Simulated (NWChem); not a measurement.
System meant: SiHBr2F; SMILES F[SiH](Br)Br

Here is an NWChem input.

```
start job
memory heap 200 mb stack 900 mb global 1100 mb
geometry units angstroms noautoz
  Si     0.725499     0.439311     0.000000
  F      2.069001    -0.434536     0.000000
  Br    -0.430555    -0.045305     1.827175
  Br    -0.430555    -0.045305    -1.827175
  H      1.078572     1.868449     0.000000
end
basis spherical
  Si library def2-svp
  F library def2-svp
  Br library def2-svp
  H library def2-svp
end
dft
  odft
  mult 2
  xc b3lyp
  iterations 150
  mulliken
end
task dft energy
```

End of the output:

```
 Summary of "ao basis" -> "" (spherical)
 ------------------------------------------------------------------------------
       Tag                 Description            Shells   Functions and Types
 ---------------- ------------------------------  ------  ---------------------
 Si                         def2-svp                 8       18   4s3p1d
 F                          def2-svp                 6       14   3s2p1d
 Br                         def2-svp                12       32   5s4p3d
 H                          def2-svp                 3        5   2s1p

                                 NWChem DFT Module
                                 -----------------

 Summary of "ao basis" -> "ao basis" (spherical)
 ------------------------------------------------------------------------------
       Tag                 Description            Shells   Functions and Types
 ---------------- ------------------------------  ------  ---------------------
 Si                         def2-svp                 8       18   4s3p1d
 F                          def2-svp                 6       14   3s2p1d
 Br                         def2-svp                12       32   5s4p3d
 H                          def2-svp                 3        5   2s1p

      Symmetry analysis of basis
      --------------------------

        a'         59
        a"         42

  number of electrons :                   94
  multiplicity        :                    2
 ------------------------------------------------------------------------
  no. of electrons and multiplicity not compatible                  94
 ------------------------------------------------------------------------
 ------------------------------------------------------------------------
  current input line :
    23: task dft energy
 ------------------------------------------------------------------------
 ------------------------------------------------------------------------
 There is an error in the input file
 ------------------------------------------------------------------------
 For more information see the NWChem manual at https://nwchemgit.github.io

0: no. of electrons and multiplicity not compatible:Received an Error in Communication
```

Problem. Find the fault in this run and fix the input.

Solution. The program refused the input. Cause: the multiplicity doesn't fit the number of electrons (an even count wants an odd multiplicity, and the reverse). This input runs:
```
start job
memory heap 200 mb stack 900 mb global 1100 mb
geometry units angstroms noautoz
  Si     0.725499     0.439311     0.000000
  F      2.069001    -0.434536     0.000000
  Br    -0.430555    -0.045305     1.827175
  Br    -0.430555    -0.045305    -1.827175
  H      1.078572     1.868449     0.000000
end
basis spherical
  * library def2-svp
end
dft
  xc b3lyp
  iterations 150
  mulliken
end
task dft energy
```
It converges to -5537.67324 Ha (B3LYP/def2-SVP).
